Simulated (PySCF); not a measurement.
**How methods differ on the ionisation energy of Eu⁴⁹⁺**

Eu⁴⁹⁺ [Ne] 3s2 3p2 (3P) → Eu⁵⁰⁺ [Ne] 3s2 3p1 (2P), as a difference of total energies. Computed with PySCF 2.14 in an even-tempered Gaussian basis (17 s from 11 bohr⁻², ratio 2.5; 12 p from 14 bohr⁻², ratio 2.5; 4 d from 56 bohr⁻², ratio 2.7; 4 f from 84 bohr⁻², ratio 2.7), with scalar relativity by spin-free X2C-1e. Correlated levels: outer shells: 1s2 frozen; virtual orbitals above 40 to 60 times the deepest correlated orbital energy dropped. The calculations carry no spin-orbit coupling.

| method | ionisation energy (eV) |
| --- | --- |
| UHF | 4298.5 |
| MP2 (outer shells) | 4299.1 |
| SCS-MP2 (outer shells) | 4298.8 |
| CCSD (outer shells) | 4299.0 |
| CCSD(T) (outer shells) | 4299.0 |

Spin-orbit coupling is strong in these open shells (close to jj coupling). The scalar numbers leave it out and a first-order estimate fails, so it can dominate the gap to the real levels.

Breit and QED terms and the two-electron picture change are absent.

For comparison: 4400 ± 4 eV (theoretical estimate listed by NIST; NIST Atomic Spectra Database, ionization energies).
